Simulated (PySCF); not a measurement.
Molecule: SMILES CO[SiH2]F, CH5FOSi.

Structure with atom numbers: `[CH3:1][O:2][SiH2:3][F:4]`. Hydrogens are named by the atom that carries them.

Geometry PBE0-D3(BJ)/def2-SVP throughout; GIAO in PySCF 2.14, gas phase, one conformer, non-relativistic; equivalent atoms averaged; functional PBE0.

Q: How do the absolute shieldings σ depend on the basis set? (ppm; last column core-seconds on shared hosts with different chips, so compare them loosely)

A: 
```
    basis set  functions     C1     O2    Si3     F4  H(Si3)  H(C1)  core-s
     pcSseg-0         50  135.9  310.4  365.2  366.4   27.17  28.83     2.8
       6-31G*         70  142.9  290.8  416.9  338.5   26.79  28.25     4.1
      cc-pVDZ         85  145.2  293.9  434.6  346.4   26.57  27.61     4.8
     def2-SVP         85  143.3  295.8  433.5  342.7   26.62  27.79     4.5
     pcSseg-1        100  130.3  289.7  371.2  338.4   26.52  27.48     5.9
  aug-cc-pVDZ        141  143.7  294.9  429.2  354.3   26.23  27.58     8.8
6-311+G(2d,p)        146  133.7  283.5  365.4  337.0   26.38  27.79     8.8
    def2-TZVP        160  133.0  282.9  356.3  329.5   26.37  27.80      10
      cc-pVTZ        194  134.0  287.1  374.9  335.1   26.37  27.60      13
     IGLO-III        199  129.1  282.0  372.0  332.1   26.30  27.64      13
```

Q: Which nucleus moves most, in ppm?

A: Si3 (silicon bonded to F, O, 2 H): from 356.3 ppm with def2-TZVP to 434.6 ppm with cc-pVDZ. The smallest spread is 0.94 ppm, at H(Si3). Proton shifts span only some 12 ppm, so a few tenths of a ppm matter as much there as several ppm in carbon.

Q: Taking the largest basis, IGLO-III (199 functions), as the yardstick, rank the others by their worst heavy-atom deviation.

A: cc-pVTZ 5.1 ppm (194 functions), 6-311+G(2d,p) 6.6 ppm (146 functions), pcSseg-1 7.7 ppm (100 functions), def2-TZVP 15.7 ppm (160 functions), pcSseg-0 34.3 ppm (50 functions), 6-31G* 44.9 ppm (70 functions), aug-cc-pVDZ 57.2 ppm (141 functions), def2-SVP 61.4 ppm (85 functions), cc-pVDZ 62.6 ppm (85 functions).

A small basis that lands close on one nucleus may do so by chance; judge by the trend and by all nuclei.
